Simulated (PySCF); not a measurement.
Gas-phase reaction: 3 Si(OH)4 + 3 SiO2 ⇌ 2 (H2SiO)3 + 4 O3

Computed with PySCF and rigid-rotor harmonic-oscillator thermochemistry at 1 bar. † marks an energy on the PBE0/def2-TZVP geometry and frequencies. MP2 freezes the core. All species are closed-shell singlets. (H2SiO)3: computed as isolated molecules; such fragments, hydroxides, amides, oligomers or adducts are transient or little studied in the gas. MP2 isn't extrapolated to the basis-set limit. Strong static correlation: O3.

M06-2X/def2-TZVP† gives ΔH°(298 K) = 3203 kJ.

Q: What do MP2/def2-SVP†, ωB97M-V/def2-TZVP†, BLYP/def2-TZVP† give?

A: MP2/def2-SVP†: 2822 kJ; ωB97M-V/def2-TZVP†: 3060 kJ; BLYP/def2-TZVP†: 2782 kJ. For scale, ΔH°(298 K) is 3203 kJ at this level, 3060 kJ at ωB97M-V/def2-TZVP†, and runs from 2474 to 3462 kJ over the 18 levels computed.
